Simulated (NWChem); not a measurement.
System: BeGeH₄Se; SMILES [SeH][Be][GeH3]

NWChem input:

```
start job
memory heap 200 mb stack 900 mb global 1100 mb
geometry units angstroms noautoz
  Be    -0.003564     0.098767     0.000392
  Se    -0.090190     2.137964     0.008251
  H      1.353076     2.190595    -0.290772
  Ge     0.060520    -2.098680    -0.001418
  H      0.478544    -2.683031    -1.368460
  H      1.051939    -2.667432     1.037215
  H     -1.315639    -2.717489     0.330822
end
basis spherical
  Be library 6-31g*
  Se library 6-31g*
  H library 6-31g*
  Ge library 6-31g*
end
dft
  xc mn15
  grid fine
  iterations 150
  mulliken
end
task dft gradient
```

NWChem printed, in part:

```
             Northwest Computational Chemistry Package (NWChem) 7.3.0
             --------------------------------------------------------

 C1  symmetry detected

                             Geometry "geometry" -> ""
                             -------------------------

 Output coordinates in angstroms (scale by  1.889725989 to convert to a.u.)

  No.       Tag          Charge          X              Y              Z
 ---- ---------------- ---------- -------------- -------------- --------------
    1 Be                   4.0000    -0.00629892     0.09832511    -0.00029065
    2 Se                  34.0000    -0.02980746     2.13924095    -0.00000111
    3 H                    1.0000     1.44503158     2.14640533     0.00005839
    4 Ge                  32.0000    -0.01095865    -2.10005192    -0.00001521
    5 H                    1.0000     0.65739090    -2.69904101    -1.25681071
    6 H                    1.0000     0.73121320    -2.69802949     1.21520196
    7 H                    1.0000    -1.44430942    -2.67516615     0.04323739

 Effective nuclear repulsion energy (a.u.)     265.2756033622

                                 NWChem DFT Module
                                 -----------------

 Summary of "ao basis" -> "ao basis" (spherical)
 ------------------------------------------------------------------------------
       Tag                 Description            Shells   Functions and Types
 ---------------- ------------------------------  ------  ---------------------
 Be                          6-31g*                  6       14   3s2p1d
 Se                          6-31g*                 12       32   5s4p3d
 H                           6-31g*                  2        2   2s
 Ge                          6-31g*                 12       32   5s4p3d

            General Information
            -------------------
          SCF calculation type: DFT
          Wavefunction type:  closed shell.
          No. of atoms     :     7
          No. of electrons :    74
           Alpha electrons :    37
            Beta electrons :    37
          Charge           :     0
          Spin multiplicity:     1
          Use of symmetry is: off; symmetry adaption is: off
          Maximum number of iterations: 150
          AO basis - number of functions:    86
                     number of shells:    38
          Convergence on energy requested:  1.00D-06
          Convergence on density requested:  1.00D-05
          Convergence on gradient requested:  5.00D-04

              XC Information
              --------------
                         MN15 Method XC Functional
                     Hartree-Fock (Exact) Exchange  0.440
                          MN15 Exchange Functional  1.000
                        MN15 Correlation Potential  1.000

             Grid Information
             ----------------
          Grid used for XC integration:  fine
          Radial quadrature: Mura-Knowles
          Angular quadrature: Lebedev.
          Tag              B.-S. Rad. Rad. Pts. Rad. Cut. Ang. Pts.
          ---              ---------- --------- --------- ---------
          Be                  1.05       70          10.0       590
          Se                  1.15      140          13.0       974
          H                   0.35       60          13.0       590
          Ge                  1.25      140          12.0       974
          Grid pruning is: on
          Number of quadrature shells:   590
          Spatial weights used:  Erf1

      Superposition of Atomic Density Guess
      -------------------------------------

 Sum of atomic energies:       -4491.08647393

      Non-variational initial energy
      ------------------------------

 Total energy =   -4491.922455
 1-e energy   =   -6786.390247
 2-e energy   =    2029.192189
 HOMO         =      -0.290502
 LUMO         =       0.034963

     ---------------------------------------------
      Total Density - Mulliken Population Analysis
     ---------------------------------------------

    Atom       Charge   Shell Charges
 -----------   ------   -------------------------------------------------------
    1 Be   4     3.41   2.00  0.49  0.44  0.51 -0.05  0.02
    2 Se  34    34.56   2.00  2.00  6.00  2.00  5.99  1.50  3.36  0.36  1.32  6.94  2.94  0.15
    3 H    1     0.75   0.37  0.38
    4 Ge  32    32.29   2.00  2.00  6.00  2.00  5.99  1.23  2.10  0.22  0.65  6.87  2.97  0.25
    5 H    1     1.00   0.45  0.55
    6 H    1     1.00   0.45  0.55
    7 H    1     1.00   0.45  0.55

   convergence    iter        energy       DeltaE   RMS-Dens  Diis-err
 ---------------- ----- ----------------- --------- --------- ---------
 d= 0,ls=0.0,diis     1  -4495.7028990774 -4.76D+03  1.01D-02  7.97D-01
 d= 0,ls=0.0,diis     2  -4495.7525471457 -4.96D-02  5.31D-03  1.56D-01
 d= 0,ls=0.0,diis     3  -4495.7632884414 -1.07D-02  2.11D-03  5.00D-02
 d= 0,ls=0.0,diis     4  -4495.7676152619 -4.33D-03  1.94D-04  5.00D-04
 d= 0,ls=0.0,diis     5  -4495.7676558016 -4.05D-05  7.93D-05  2.01D-05
  Resetting Diis
 d= 0,ls=0.0,diis     6  -4495.7676599934 -4.19D-06  2.03D-05  6.99D-07
 d= 0,ls=0.0,diis     7  -4495.7676602520 -2.59D-07  7.18D-06  6.17D-08

[...]

                         DFT ENERGY GRADIENTS

    atom               coordinates                        gradient
                 x          y          z           x          y          z
   1 Be     -0.011903   0.185808  -0.000549    0.000108   0.001161  -0.000000
   2 Se     -0.056328   4.042579  -0.000002   -0.001068   0.003910  -0.000001
   3 H       2.730714   4.056118   0.000110    0.001018   0.000079   0.000000
   4 Ge     -0.020709  -3.968523  -0.000029   -0.000035  -0.003159  -0.000001
   5 H       1.242289  -5.100448  -2.375028    0.001437  -0.000685  -0.002698
   6 H       1.381793  -5.098536   2.296399    0.001595  -0.000684   0.002610
   7 H      -2.729349  -5.055331   0.081707   -0.003056  -0.000622   0.000090
```

Level: MN15/6-31G* (spherical d). Structure relaxed at the PBE0/def2-SVP level.
